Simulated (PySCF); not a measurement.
C10H12O.
Cartesian coordinates in Å at the PBE0-D3(BJ)/def2-SVP level; atoms count from 1:
```
atom  x, y, z in Å
C1    -2.4610   -0.9881   -0.4344
C2    -1.3541   -0.4815   -1.3562
C3    -0.1547    0.0214   -0.5991
C4     0.9402   -0.8249   -0.4211
C5     2.0829   -0.4547    0.2995
C6     3.2140   -1.4220    0.4806
C7     2.1297    0.8279    0.8556
C8     1.0580    1.6932    0.6881
C9    -0.0878    1.3128   -0.0230
C10   -1.1523    2.3283   -0.1360
O11   -2.2317    2.1983   -0.6623
H12   -3.3034   -1.3844   -1.0214
H13   -2.0958   -1.7908    0.2248
H14   -2.8463   -0.1719    0.1928
H15   -1.7598    0.3203   -1.9880
H16   -1.0247   -1.2974   -2.0194
H17    0.9019   -1.8221   -0.8709
H18    2.9700   -2.1627    1.2605
H19    3.4155   -1.9819   -0.4447
H20    4.1385   -0.9123    0.7855
H21    3.0125    1.1474    1.4151
H22    1.0993    2.7000    1.1153
H23   -0.8721    3.3070    0.3361
```

Level of theory: PySCF 2.14.0, density-fitted response routines, TDDFT CAM-B3LYP/def2-SVPD, vertical, gas phase, core orbitals frozen in the response.

Ground-to-excited transition dipoles (e·a0, same axes as the geometry; the sign carries no meaning), for the states with f of 0.002 or more among the lowest 8:

```
state  E (hartree)      μx      μy      μz
   S2       0.1776  -0.062  -0.534  -0.195
   S3       0.1916  -1.056   0.969  -0.164
   S4       0.2299  -1.314  -0.346  -0.688
   S5       0.2385  -1.106   0.994  -0.062
   S6       0.2408   0.625  -0.466   0.099
   S8       0.2602   0.013   0.053  -0.112
```

Q: What oscillator strength does each state have?

A: f = (2/3) ΔE |μ|² with ΔE in hartree (27.2114 eV).

```
state  |μ|² (au)  |μ| (D)      f
   S2      0.327     1.45  0.039
   S3      2.081     3.67  0.266
   S4      2.320     3.87  0.356
   S5      2.214     3.78  0.352
   S6      0.618     2.00  0.099
   S8      0.015     0.32  0.003
```

Q: What angle do the transition dipoles of S3 and S5 make?

A: |cos θ| = |μa·μb| / (|μa| |μb|) = 1.00, so θ ≈ 4° (taken between 0 and 90°, since the signs are arbitrary).

Hardware: AMD EPYC 9R45, 2 threads, shared host with 96 logical CPUs at a one-minute load of 61. Cost: 63 s wall, 2.4 min CPU, 2.1 GiB resident at most.

One conformer stands for the species.
